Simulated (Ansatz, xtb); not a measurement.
# A geometry optimisation of C4H4Sn with r2SCAN-D4/def2-SVP

The starting geometry of this gas-phase singlet was built from a drawn formula by distance geometry and a force field; its bonds are those of `C=C=C[C]#[SnH]`.

| atom | x (Å) | y (Å) | z (Å) |
| --- | --- | --- | --- |
| C | -2.6951 | 1.5891 | 0.0941 |
| C | -1.4719 | 1.0938 | -0.0431 |
| C | -0.2471 | 0.6456 | -0.1588 |
| C | 0.4875 | 0.2357 | 1.0078 |
| Sn | 1.3946 | -0.2589 | 2.4670 |
| H | -3.5009 | 0.8897 | 0.0467 |
| H | -2.8270 | 2.6178 | 0.2346 |
| H | 0.1931 | 0.5222 | -1.1437 |
| H | 2.2656 | -0.7189 | 3.8754 |

Task: Where would you expect an optimisation with r2SCAN-D4/def2-SVP to take it?

Result: A new bond forms, giving a structure given below by its coordinates. Distances that change by over a tenth: C4–Sn5 (1.79 → 2.18 Å). Contacts that close: C2–C4 (2.38 → 1.47 Å).

The energy falls by 2.56 eV over 40 steps:

```json
{"step": "1", "E − E(last) (eV)": "2.557"}
{"step": "5", "E − E(last) (eV)": "2.016"}
{"step": "10", "E − E(last) (eV)": "1.304"}
{"step": "14", "E − E(last) (eV)": "1.266"}
{"step": "18", "E − E(last) (eV)": "1.248"}
{"step": "23", "E − E(last) (eV)": "1.181"}
{"step": "27", "E − E(last) (eV)": "0.175"}
{"step": "31", "E − E(last) (eV)": "0.014"}
{"step": "36", "E − E(last) (eV)": "0.000"}
{"step": "40", "E − E(last) (eV)": "0.000"}
```

Final geometry (Å):

```yaml
atoms:
  - { symbol: C, position_ang: [-2.3130, 1.4381, 0.5207] }
  - { symbol: C, position_ang: [-1.1322, 0.8486, 0.2895] }
  - { symbol: C, position_ang: [-0.1114, 0.3671, -0.5601] }
  - { symbol: C, position_ang: [0.0924, 0.1851, 0.7589] }
  - { symbol: Sn, position_ang: [1.4718, -0.5506, 2.2809] }
  - { symbol: H, position_ang: [-2.9459, 1.7661, -0.3084] }
  - { symbol: H, position_ang: [-2.6717, 1.5923, 1.5416] }
  - { symbol: H, position_ang: [0.3079, 0.2764, -1.5650] }
  - { symbol: H, position_ang: [0.9010, 0.6932, 3.4218] }
```

From the same start GFN2-xTB reaches the same bonding as this run.

No frequencies were run, so the end isn't proven a minimum. Atoms past krypton carry core potentials, without spin–orbit terms. Run with Ansatz 0.2.0, 100 s on 2 threads of AMD EPYC 7R43 64-Core Processor (Zen 3) (shared host).
